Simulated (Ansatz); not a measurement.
BMe2(dmap) (C7H18BNO), 28 atoms. Hardware: 4 threads of Intel Xeon Platinum 8259CL on a shared host.

Task: How many basis functions does each of these Ansatz runs have, and roughly what does it cost? PBE0-D4/def2-TZVP, charge 1 doublet, energy, from earlier orbitals; PBE0-D4/def2-SVP, charge 0 singlet, energy, from earlier orbitals; r2SCAN-D4/def2-TZVP, charge 0 triplet at the geometry of the charge 0 singlet, energy, from earlier orbitals; HF/def2-TZVP, charge 1 doublet at the geometry of the charge 0 singlet, energy, from earlier orbitals; ωB97X-V/def2-TZVP, charge 0 singlet, energy, from earlier orbitals; PBE0-D4/def2-TZVP, charge 0 triplet at the geometry of the charge 0 singlet, energy; PBE-D4/def2-SVP, charge 0 singlet, relaxation, 7 steps; PBE0-D4/def2-TZVP, charge 0 singlet, energy, from earlier orbitals; PBE-D4/def2-SVP, charge 1 doublet, relaxation, 10 steps; PBE-D4/def2-TZVP, charge 1 doublet, energy, from earlier orbitals; r2SCAN-D4/def2-TZVP, charge 0 singlet, energy, from earlier orbitals; PBE-D4/def2-SVP, charge 0 singlet, energy, from earlier orbitals.

Result: Other jobs shared the machine, so times can vary by a factor of up to 3. A dash marks memory too small to be measured apart from the calling script's.

```tsv
run	functions	fitting or Cholesky vectors	wall time	peak host memory (GiB)
PBE-D4/def2-SVP, charge 0 singlet, energy, from earlier orbitals	230	2619	3.9 s	–
PBE0-D4/def2-SVP, charge 0 singlet, energy, from earlier orbitals	230	2619	6 s	1.1
r2SCAN-D4/def2-TZVP, charge 0 singlet, energy, from earlier orbitals	418	2527	12 s	1.1
PBE0-D4/def2-TZVP, charge 0 singlet, energy, from earlier orbitals	418	2527	15 s	1.9
PBE-D4/def2-TZVP, charge 1 doublet, energy, from earlier orbitals	418	2527	15 s	1.1
PBE-D4/def2-SVP, charge 0 singlet, relaxation, 7 steps	230	2619	26 s	–
ωB97X-V/def2-TZVP, charge 0 singlet, energy, from earlier orbitals	418	2527	29 s	2.4
PBE0-D4/def2-TZVP, charge 1 doublet, energy, from earlier orbitals	418	2527	44 s	2.3
PBE-D4/def2-SVP, charge 1 doublet, relaxation, 10 steps	230	2619	53 s	–
r2SCAN-D4/def2-TZVP, charge 0 triplet at the geometry of the charge 0 singlet, energy, from earlier orbitals	418	2527	57 s	1.5
PBE0-D4/def2-TZVP, charge 0 triplet at the geometry of the charge 0 singlet, energy	418	2527	69 s	2.4
HF/def2-TZVP, charge 1 doublet at the geometry of the charge 0 singlet, energy, from earlier orbitals	418	3012	2.4 min	2.4
```
